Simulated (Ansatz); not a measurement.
Four-centre ligand exchange

Start structure (AlSiH₅OF₂, closed shell), relaxed at PBE0-D4/def2-TZVP:

```xyz
10
angstrom
Al -1.6673 -0.1241 0.0503
H -2.3875 -1.0225 1.1194
F -2.1528 -0.2730 -1.5324
F -1.1356 1.3905 0.5316
H 0.3158 -1.4000 -0.8207
O 0.1600 -0.7226 -0.1555
Si 1.4526 0.3659 0.1490
H 2.6533 -0.4467 -0.1666
H 1.3945 0.7054 1.5792
H 1.3671 1.5269 -0.7543
```

The step: AlHF₂ ([F][AlH][F]) + SiH₄O ([OH][SiH3]) → AlSiH₃OF₂ ([F][Al]([F])[O][SiH3]) + H₂; bonds formed: H2–H5; dative contacts that become bonds: Al1–O6; bonds broken: Al1–H2, H5–O6. Ansatz 0.2.0; basis: def2-TZVPP and def2-QZVPP; cores frozen in the correlated methods. Extrapolation: Hartree–Fock as exp(−7.88 √X), correlation as X^−2.97. Energies below are by CCSD(T) at an estimated basis limit (MP2 extrapolated from triple and quadruple zeta, plus CCSD(T) − MP2 in triple zeta).

Task: What are the electronic barrier and the energy of the step, from the start structure to the end structure? (An estimate is asked for; the value comes from the calculation.)

Result: By the calculation: Barrier 0.852 eV; step energy -0.374 eV (downhill); reverse barrier, their difference, 1.226 eV. Barrier and step energy count from the start structure, the reverse barrier from the end structure.

The saddle point: One imaginary mode of 1213i cm⁻¹.
| pair | start (Å) | saddle (Å) | end (Å) |
| --- | --- | --- | --- |
| Al1–O6 | 1.93 | 1.81 | 1.66 |
| H2–H5 | 3.35 | 1.11 | 0.76 |
| Al1–H2 | 1.57 | 1.72 | 2.17 |
| H5–O6 | 0.96 | 1.19 | 2.80 |

Zero-point energy (harmonic, PBE0-D4): ZPE is 1.453 eV at the start and 1.341 eV at the saddle, so the barrier goes from 0.852 to 0.740 eV.

T1 diagnostic: at most 0.013.

The step is the kind of ligand exchange by which a precursor binds to a hydroxyl group, or is hydrolysed, in atomic layer deposition of oxides.

Labels in which every atom is bracketed show which atoms are joined, not bond orders.

For scale, one of the runs: CCSD(T)/def2-TZVPP, 247 basis functions, launched by `ansatz run in.yaml --threads 4 --pin off --events-out ev --progress --plain --max-ram 9574MiB`. Time: 2.7 min of wall clock on 4 CPU threads of an Arm Neoverse V1; the host was shared. Peak host memory: 5 GiB.
